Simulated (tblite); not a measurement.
Species: C2H11NO2Si3.
SMILES with atom numbers: `[CH2:1]=[N:2][SiH2:3][Si@@H:4]([O:5][CH3:6])[O:7][SiH3:8]` (hydrogens: H9, H10 on C1; H11, H12 on Si3; H13 on Si4; H14, H15, H16 on C6; H17, H18, H19 on Si8)

Computed with GFN2-xTB (tblite), gas phase: L-BFGS steps from a force-field or distance-geometry start until the largest atomic force falls under 0.01 eV/Å.

At the end of the run (lengths in Å): Si3–Si4 2.280, N2–Si3 1.715, O7–Si8 1.614, C1=N2 1.248, Si4–O5 1.623, Si4–O7 1.634, Si8–H18 1.465, C1–N2–Si3 137.0°, Si4–O7–Si8 158.5°, N2–Si3–Si4 101.3°, Si3–Si4–O5 100.9°, C1–N2–Si3–Si4 109°, N2–Si3–Si4–O5 -176°, Si3–Si4–O5–C6 171°, H11–Si3–N2–C1 -18°, H13–Si4–O7–Si8 -140°.

Task: These geometries were met on the way; a selection of coordinates is given. Order them by energy above the end point, lowest first.
A. Si3–Si4 2.272, N2–Si3 1.742, O7–Si8 1.618, C1=N2 1.247, Si4–O5 1.620, Si4–O7 1.632, Si8–H18 1.462, C1–N2–Si3 132.0°, Si4–O7–Si8 145.6°, N2–Si3–Si4 104.9°, Si3–Si4–O5 99.9°, C1–N2–Si3–Si4 172°, N2–Si3–Si4–O5 -174°, Si3–Si4–O5–C6 178°, H11–Si3–N2–C1 42°, H13–Si4–O7–Si8 -81°
B. Si3–Si4 2.288, N2–Si3 1.718, O7–Si8 1.615, C1=N2 1.242, Si4–O5 1.619, Si4–O7 1.633, Si8–H18 1.468, C1–N2–Si3 136.1°, Si4–O7–Si8 156.5°, N2–Si3–Si4 103.6°, Si3–Si4–O5 99.1°, C1–N2–Si3–Si4 142°, N2–Si3–Si4–O5 -177°, Si3–Si4–O5–C6 180°, H11–Si3–N2–C1 11°, H13–Si4–O7–Si8 -83°
C. Si3–Si4 2.366, N2–Si3 1.734, O7–Si8 1.659, C1=N2 1.291, Si4–O5 1.656, Si4–O7 1.664, Si8–H18 1.493, C1–N2–Si3 116.6°, Si4–O7–Si8 138.2°, N2–Si3–Si4 112.9°, Si3–Si4–O5 111.4°, C1–N2–Si3–Si4 171°, N2–Si3–Si4–O5 -173°, Si3–Si4–O5–C6 -178°, H11–Si3–N2–C1 50°, H13–Si4–O7–Si8 -74°
D. Si3–Si4 2.278, N2–Si3 1.761, O7–Si8 1.621, C1=N2 1.255, Si4–O5 1.622, Si4–O7 1.628, Si8–H18 1.467, C1–N2–Si3 124.8°, Si4–O7–Si8 142.1°, N2–Si3–Si4 109.8°, Si3–Si4–O5 106.4°, C1–N2–Si3–Si4 174°, N2–Si3–Si4–O5 -173°, Si3–Si4–O5–C6 -178°, H11–Si3–N2–C1 43°, H13–Si4–O7–Si8 -80°
E. Si3–Si4 2.271, N2–Si3 1.775, O7–Si8 1.632, C1=N2 1.259, Si4–O5 1.631, Si4–O7 1.640, Si8–H18 1.457, C1–N2–Si3 121.6°, Si4–O7–Si8 140.5°, N2–Si3–Si4 114.2°, Si3–Si4–O5 111.5°, C1–N2–Si3–Si4 171°, N2–Si3–Si4–O5 -174°, Si3–Si4–O5–C6 -178°, H11–Si3–N2–C1 46°, H13–Si4–O7–Si8 -77°

Result: B (0.091 eV), A (0.150 eV), D (0.245 eV), E (0.397 eV), C (0.663 eV).

| step | E above end (eV) | rms distance from the end, all atoms (Å) | largest force (eV/Å) | rms shift of all bonds from the end (Å) |
| --- | --- | --- | --- | --- |
| 41 | 0.091 | 0.395 | 0.340 | 0.004 |
| 24 | 0.150 | 0.516 | 0.172 | 0.007 |
| 12 | 0.245 | 0.582 | 0.546 | 0.012 |
| 4 | 0.397 | 0.624 | 0.642 | 0.017 |
| 0 | 0.663 | 0.638 | 2.811 | 0.031 |

Rows stand in the order of the answer.
